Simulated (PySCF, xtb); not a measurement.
CCuO, SMILES O=[C+][Cu], charge +1, multiplicity 1.

GFN2-xTB run with xtb at its own geometry gives an orbital gap of 3.00 eV.

Coordinates come from a ωB97X-D3(BJ)/def2-TZVP optimisation. The multiplicity is an assumed one; other spin states were not compared.

Problem. What does r2SCAN/def2-TZVPD (PySCF) give? (An estimate is asked for; the answer gives what the named calculation found.)

Solution. gap 4.16 eV (levels -13.40 and -9.24 eV).
